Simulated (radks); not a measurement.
Coulomb parameter of the 3d shell of the zinc ion Zn+ in the model configuration [Ar] 3d8.5 4s1 4p1.5, as a second difference U = [E(n + 0.5) + E(n - 0.5) - 2 E(n)] / (0.5)^2 with all orbitals relaxed. "Bare": the charge of the atom changes with n. "Screened": the 4p shell takes up the change at fixed total charge, which measures U(3d,3d) + U(4p,4p) - 2 U(3d,4p). Method: scalar-relativistic Kohn-Sham, PBEsol, spin-unpolarised, spherical densities, finite nucleus; Fermi nuclear charge, rms radius 3.9283 fm; computed with a radial shooting solver on a logarithmic mesh with Libxc functionals.

| case | configuration | E - E(n) (eV) |
|---|---|---|
| start | [Ar] 3d8.5 4s1 4p1.5 | 0.000 |
| bare +0.5 | [Ar] 3d9 4s1 4p1.5 | -14.023 |
| bare -0.5 | [Ar] 3d8 4s1 4p1.5 | 18.602 |
| screened +0.5 | [Ar] 3d9 4s1 4p1 | -9.978 |
| screened -0.5 | [Ar] 3d8 4s1 4p2 | 11.755 |

U(bare) = 18.317 eV, U(screened by 4p) = 7.109 eV, against the Slater integral F0(3d,3d) = 31.003 eV with frozen orbitals.
